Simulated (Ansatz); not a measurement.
Z-matrix (Å, degrees):
```
C
F 1 1.339
F 1 1.332 2 108.0
F 1 1.332 2 108.0 3 116.3
C 1 1.514 2 109.1 3 -121.8
O 5 1.403 1 108.1 2 -179.9
H 5 1.095 1 107.4 2 58.7
H 5 1.095 1 107.5 2 -58.6
Ge 6 1.750 5 120.6 1 -178.8
Cl 9 2.102 6 106.3 5 179.8
Cl 9 2.122 6 109.6 5 59.4
Cl 9 2.122 6 109.7 5 -59.8
```

Charge 0, multiplicity 1.

Problem. List the PBE/def2-TZVPP orbital energies in eV (Ansatz). (Estimate.)

Solution. Ansatz gave: Occupied: -10807.33, -2739.89, -2739.82, -2739.82, -1340.52, -1193.95, -1193.95, -1193.93, -661.17, -661.10, -661.10, -511.66, -275.60, -271.48, -250.45, -250.38, -250.38, -191.17, -191.10, -191.10, -190.96, -190.96, -190.90, -190.90, -190.89, -190.89, -165.24, -116.70, -116.69, -116.65, -33.34, -32.62, -32.54, -32.54, -32.45, -32.43, -30.94, -30.91, -26.47, -21.87, -21.01, -20.94, -19.45, -16.79, -15.16, -14.94, -14.39, -13.96, -12.40, -12.30, -11.35, -11.34, -11.04, -10.84, -10.32, -10.14, -10.04, -9.74, -9.15, -8.91, -8.89, -8.54, -8.54, -8.39, -8.28, -7.80. Lowest empty: -2.93, -0.54, -0.36, -0.26, 0.71, 1.48, 1.52, 2.76.
